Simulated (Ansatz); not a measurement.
`[NH2][In]([F])[F]` + H₂S → `[F][In]([F])[SH]` + NH₃ at 600 K and 1 bar (ligand exchange at the In–N bond).

Gas-phase electronic energies from Ansatz, PBE0-D4/def2-TZVP geometries. CBS: MP2 limit from def2 TZ/QZ plus the TZ coupled-cluster correction, frozen cores. This one scheme is used for every species. Elements past krypton have def2 core potentials. For In outer-core shells are correlated without core-valence functions, which leaves a few kJ/mol of doubt a bond. Each species was taken in one conformer, which may not be the lowest.

| species | CCSD(T)/CBS energy (Eh) | H − E (kJ/mol) | S (J/(mol·K)) |
| --- | --- | --- | --- |
| `[NH2][In]([F])[F]` | -445.37255 | 122.8 | 402.5 |
| H₂S | -398.97279 | 60.8 | 230.9 |
| `[F][In]([F])[SH]` | -787.86618 | 79.5 | 408.4 |
| NH₃ | -56.50880 | 112.4 | 219.5 |

H − E and S are ideal-gas, rigid-rotor, harmonic terms from PBE0-D4/def2-TZVP, for one conformer and one mirror image of each species. 1 Eh = 2625.50 kJ/mol, R = 8.31446 J/(mol·K).

Problem. By hand: ΔE, ΔH, ΔS and ΔG.

Solution. ΔE = (-787.86618) + (-56.50880) − (-445.37255) − (-398.97279) = -0.02964 Eh = -77.8 kJ/mol. Δ(H − E) = 79.5 + 112.4 − 122.8 − 60.8 = 8.3, so ΔH = -69.5 kJ/mol. ΔS = 408.4 + 219.5 − 402.5 − 230.9 = -5.5 J/(mol·K). ΔG = -69.5 − 600 × (-5.5)/1000 = -66.2 kJ/mol.

Problem. By hand: the equilibrium constant, and the temperature at which ΔG would vanish if ΔH and ΔS stayed fixed.

Solution. log₁₀ K = −ΔG/(RT ln 10) = 5.8. ΔG = 0 at ΔH/ΔS = 12636 K, far beyond where these terms or the molecules hold.

The number of gas molecules stays the same, so ΔS is small and ΔH decides. A doubt of 5 kJ/mol in ΔE shifts log₁₀ K by 0.4 here. Other conformers and mirror images would add mixing entropy, several J/(mol·K) or more a flexible species. These are equilibria of isolated gas molecules and say nothing of rates. Largest T1 diagnostic: 0.016 (customary marks: 0.02 for closed shells, 0.045 for open ones).
